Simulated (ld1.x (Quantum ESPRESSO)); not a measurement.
zinc, RRKJ: configuration errors across variants

```
Element                 : zinc
Generator               : ld1.x (Quantum ESPRESSO) 7.5
Type                    : norm-conserving RRKJ (Kleinman–Bylander form)
Functional              : LDA (PZ)
Relativity              : scalar-relativistic
Frozen core             : [Ne]
Valence charge          : 20
Reference configuration : 3s2 3p6 3d10 4s0 4p0 (charge +2)
Partial waves           : 3p (bound): rc 1.10 bohr; 3d (bound): rc 1.20 bohr; 3s (bound): rc 1.05 bohr
Local potential         : the s channel
Core correction         : none
rho0                    : 0.01
```

All-electron excitation energies from the reference (eV): (1) 3s2 3p6 3d10 4s2 4p0 -28.959; (2) 3s2 3p6 3d10 4s1 4p0 -18.769; (3) 3s2 3p6 3d9 4s0 4p0 40.891; (4) 3s2 3p5 3d10 4s2 4p0 62.957; (5) 3s2 3p6 3d10 4s1.5 4p0 -24.881; (6) 3s2 3p6 3d10 4s0 4p2 -18.205; (7) 3s2 3p6 3d8 4s0 4p0 103.039; (8) 3s2 3p6 3d10 4s1 4p0 spin -19.017; (9) 3s2 3p6 3d9 4s0 4p0 spin 40.619.

Spin tests fill each open shell by Hund’s rule, majority spin first.

The overlap operator is not positive definite (basis up to 400 Ry) in “type PAW; waves now 3s (bound): rcut 0.90, rcutus 1.05 bohr; 4s (bound): rcut 0.90, rcutus 1.05 bohr; 3p (bound): rcut 1.00, rcutus 1.10 bohr; 4p (bound): rcut 1.00, rcutus 1.10 bohr; 3d (bound): rcut 1.05, rcutus 1.20 bohr; 3d channel at 0.2 Ry: rcut 1.05, rcutus 1.20 bohr; local potential all-electron potential smoothed inside 1.20 bohr (lloc = -1); core correction a·sin(br)/r model core, default radius (ld1.x builds one for every PAW set, though the input has nlcc=.false.); augmentation PSQ, inside the norm-conserving radii; rho0 0”. Such files are unfit for use, however small their errors in these radial tests.

3 further variants failed, have other tests or another functional or relativity, and are left out.

Errors AE − PS in meV (a dash: test not solved or not reliable):

```csv
change,(1),(2),(3),(4),(5),(6),(7),(8),(9),bound ghosts
base,+1591,+1017,+26,+2557,+1353,+234,+208,+1012,+46,none
core correction a·sin(br)/r model core inside 0.94 bohr,+1591,+1017,+26,+2557,+1353,+234,+208,+1012,+46,none
"type PAW; waves now 3s (bound): rcut 0.90, rcutus 1.05 bohr; 4s (bound): rcut 0.90, rcutus 1.05 bohr; 3p (bound): rcut 1.00, rcutus 1.10 bohr; 4p (bound): rcut 1.00, rcutus 1.10 bohr; 3d (bound): rcut 1.05, rcutus 1.20 bohr; 3d channel at 0.2 Ry: rcut 1.05, rcutus 1.20 bohr; local potential all-electron potential smoothed inside 1.20 bohr (lloc = -1); core correction a·sin(br)/r model core, default radius (ld1.x builds one for every PAW set, though the input has nlcc=.false.); augmentation PSQ, inside the norm-conserving radii; rho0 0",+1.2,+1.2,-6.5,-40,+1.3,+1.4,-27,+1.1,-6.9,not determined (overlap not positive)
"all radii scaled by about 1.15 (s 1.20, p 1.26, d 1.38 bohr)",+2807,+1785,+65,+4425,+2380,+353,+467,+1777,+77,none
local potential the d channel,-823,-526,-42,-1432,-700,-280,-147,-525,-19,none
wave 3s (bound): rc 1.05 bohr becomes 3s (bound): rc 1.32 bohr,+3928,+2485,+65,+6227,+3323,+642,+385,+2476,+87,none
wave 3p (bound): rc 1.10 bohr becomes 3p (bound): rc 1.24 bohr,+1591,+1017,+24,+2588,+1353,+159,+196,+1012,+44,none
```

(1) Give the same row for: wave 3d (bound): rc 1.20 bohr becomes 3d (bound): rc 0.88 bohr.

## Answers

(1) +1590, +1017, +23, +2653, +1353, +233, +139, +1011, +56; bound ghosts: none.
